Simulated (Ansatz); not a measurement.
Molecule: C2H11NSi2, charge 0, multiplicity 1. 
Coordinates optimised at B3LYP-D3(BJ)/def2-TZVP (Ansatz, an electronic-structure program):
```xyz
16

Si    -0.8459    -0.0418    -0.6036
C     -1.9028     1.5025    -0.5686
C     -1.2846    -1.2034     0.7954
N      0.8361     0.3655    -0.4473
Si     2.0253    -0.2735     0.6297
H     -1.0931    -0.7284    -1.9017
H     -2.9581     1.2571    -0.7111
H     -1.6159     2.1951    -1.3636
H     -1.7987     2.0250     0.3849
H     -2.3316    -1.5046     0.7178
H     -0.6788    -2.1117     0.7731
H     -1.1453    -0.7264     1.7679
H      1.1956     1.0267    -1.1215
H      2.2239    -1.7351     0.4591
H      3.3062     0.4178     0.3505
H      1.6568    -0.0550     2.0501
```
Charge 0, spin multiplicity 1.

Wanted: vertical ionisation energy (to the doublet state of charge +1; each state is the SCF solution reached for its spin), in eV. Valence correlation only, unless marked. Open shells are spin-unrestricted. Spin-orbit coupling is left out. No relativistic terms. CBS(X,Y): correlation extrapolated as X^-3; Hartree-Fock from the larger set. [CCSD(T)-MP2]/basis is that difference in the basis named.

```json
[
 {"level": "SVWN5/def2-TZVPD", "program": "Ansatz", "vertical ionisation energy (eV)": "8.87"},
 {"level": "PBE/def2-TZVPD", "program": "Ansatz", "vertical ionisation energy (eV)": "8.76"},
 {"level": "r2SCAN/def2-TZVPD", "program": "Ansatz", "vertical ionisation energy (eV)": "8.89"},
 {"level": "B3LYP/def2-TZVPD", "program": "Ansatz", "vertical ionisation energy (eV)": "___"},
 {"level": "PBE0/def2-TZVPD", "program": "Ansatz", "vertical ionisation energy (eV)": "9.06"},
 {"level": "CAM-B3LYP/def2-TZVPD", "program": "Ansatz", "vertical ionisation energy (eV)": "___"},
 {"level": "wB97M-V/def2-TZVPD", "program": "Ansatz", "vertical ionisation energy (eV)": "___"},
 {"level": "wB97X-V/def2-TZVPD", "program": "Ansatz", "vertical ionisation energy (eV)": "9.36"},
 {"level": "B2PLYP/def2-TZVPD", "program": "Ansatz", "vertical ionisation energy (eV)": "___"},
 {"level": "SCS-MP2/aug-cc-pV(D+d)Z", "program": "Ansatz", "vertical ionisation energy (eV)": "9.55"},
 {"level": "SCS-MP2/aug-cc-pV(T+d)Z", "program": "Ansatz", "vertical ionisation energy (eV)": "9.74"},
 {"level": "CCSD/aug-cc-pV(D+d)Z", "program": "Ansatz", "vertical ionisation energy (eV)": "9.26"},
 {"level": "CCSD/aug-cc-pV(T+d)Z", "program": "Ansatz", "vertical ionisation energy (eV)": "9.41"},
 {"level": "RI-MP2/CBS(aug-cc-pV(T+d)Z,aug-cc-pV(Q+d)Z)+[CCSD(T)-MP2]/aug-cc-pV(T+d)Z", "program": "Ansatz", "vertical ionisation energy (eV)": "9.55"}
]
```

**Question.** Some entries are withheld; supply them.

**Answer.** 
- B3LYP/def2-TZVPD, vertical ionisation energy (eV): 9.08
- CAM-B3LYP/def2-TZVPD, vertical ionisation energy (eV): 9.28
- wB97M-V/def2-TZVPD, vertical ionisation energy (eV): 9.35
- B2PLYP/def2-TZVPD, vertical ionisation energy (eV): 9.27
